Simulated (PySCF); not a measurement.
**Spin-rotation constants: `[SiH3][N]([SiH3])[Cu-][N]([SiH3])[SiH3]`, [CuH$_{12}$N$_{2}$Si$_{4}$]-, charge -1**

Geometry:
| atom | x (Å) | y (Å) | z (Å) |
| --- | --- | --- | --- |
| Cu1 | -0.003 | -0.003 | 0.000 |
| N2 | -0.009 | -0.011 | 1.907 |
| Si3 | -1.472 | 0.207 | 2.756 |
| Si4 | 1.450 | -0.231 | 2.761 |
| H5 | -1.808 | -0.925 | 3.657 |
| H6 | -2.609 | 0.373 | 1.835 |
| H7 | -1.466 | 1.389 | 3.655 |
| H8 | 1.791 | 0.905 | 3.656 |
| H9 | 2.588 | -0.410 | 1.844 |
| H10 | 1.435 | -1.407 | 3.667 |
| N11 | 0.007 | 0.006 | -1.907 |
| Si12 | 0.043 | 1.489 | -2.749 |
| Si13 | -0.021 | -1.465 | -2.768 |
| H14 | 1.226 | 1.639 | -3.634 |
| H15 | 0.053 | 2.633 | -1.822 |
| H16 | -1.113 | 1.681 | -3.661 |
| H17 | -1.200 | -1.608 | -3.660 |
| H18 | -0.032 | -2.621 | -1.857 |
| H19 | 1.139 | -1.641 | -3.680 |

Total charge -1.

Computed with GIAO OLYP/def2-SVP (def2-TZVP on Cu) magnetisability, rotational g tensor and spin-rotation constants, non-relativistic, gas phase (PySCF 2.14.0). Geometry: GFN2-xTB.

For an ion the centre-of-mass motion in the field is neglected.

(1) Give the nuclear spin-rotation constants along the inertial axes (H = +C I·J) beside the isotropic shieldings.

Results:

(1) Rotational constants 1.6580, 0.4178, 0.4058 GHz. A star marks the isotopologue with that one atom substituted, in its own axes.
```tsv
atom	isotope	Caa (kHz)	Cbb (kHz)	Ccc (kHz)	mean (kHz)	σ (ppm)
Cu1	63Cu	0.373	1.815	1.749	1.312	573.4
N2	14N	0.032	0.010	0.007	0.016	282.9
H5	1H	-0.042	-0.017	-0.005	-0.022	26.9
H6	1H	-0.025	-0.012	-0.015	-0.017	26.8
H7	1H	-0.045	-0.009	-0.012	-0.022	26.9
H8	1H	-0.046	-0.017	-0.004	-0.022	26.9
H9	1H	-0.024	-0.011	-0.016	-0.017	26.8
H10	1H	-0.042	-0.009	-0.013	-0.021	26.9
N11	14N	0.032	0.009	0.008	0.016	282.9
H14	1H	-0.045	-0.018	-0.004	-0.022	26.9
H15	1H	-0.024	-0.011	-0.016	-0.017	26.8
H16	1H	-0.042	-0.009	-0.013	-0.021	26.9
H17	1H	-0.046	-0.017	-0.004	-0.022	26.9
H18	1H	-0.025	-0.011	-0.016	-0.017	26.8
H19	1H	-0.041	-0.010	-0.013	-0.021	26.9
Si3	29Si*	-0.861	-0.193	-0.197	-0.417	469.5
```
For the geometry as given, no vibrational averaging.
